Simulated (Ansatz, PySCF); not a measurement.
Mo(O)(NH)(F)(Me) (CH4FMoNO), SMILES [F][Mo]([CH3])(=[O])=[NH], multiplicity 1. Atoms are numbered in the order given.

```xyz
9

Mo    -0.0087    -0.0451    -0.0352
O      1.3913    -0.1768     0.8909
N      0.4156     0.0176    -1.7152
H      1.1758    -0.0338    -2.3963
F     -1.2967    -1.3464     0.2966
C     -0.7812     1.8663     0.3569
H     -0.0472     2.6573     0.1383
H     -1.0582     1.9154     1.4245
H     -1.6716     2.0250    -0.2746
```
Charge 0, spin multiplicity 1.

The structure is a stationary point at r2SCAN-D4/def2-SVP. The spin state was assumed, not searched. The structure was generated by enumeration; whether it is a known compound was not checked. The def2 effective core potentials stand for the cores of Mo; spin–orbit coupling is left out.

Two levels are set side by side: PBE-D3(BJ)/def2-SVP (Ansatz, a first-principles code) and r2SCAN-D4/def2-SVP (Ansatz). Each level has its own optimised geometry; the coordinates shown are those of the second. Frequencies come from the Hessian of PySCF at each geometry. Differences are taken from unrounded values.

```
quantity                            r2SCAN-D4  PBE-D3(BJ)  PBE-D3(BJ) minus r2SCAN-D4
----------------------------------  ---------  ----------  --------------------------
mean bond length (Å)                    1.463       1.472                       0.008
bond Mo1–O2 (Å)                         1.684       1.694                       0.010
bond Mo1–N3 (Å)                         1.734       1.743                       0.009
bond Mo1–F5 (Å)                         1.861       1.871                       0.010
bond Mo1–C6 (Å)                         2.099       2.108                       0.010
bond N3–H4 (Å)                          1.022       1.029                       0.007
bond C6–H7 (Å)                          1.101       1.108                       0.007
bond C6–H8 (Å)                          1.104       1.111                       0.007
bond C6–H9 (Å)                          1.103       1.110                       0.007
highest harmonic wavenumber (cm⁻¹)       3573        3491                         -82
mean harmonic wavenumber (cm⁻¹)          1138        1112                         -26
zero-point energy (kcal/mol)            34.15       33.37                       -0.78
```
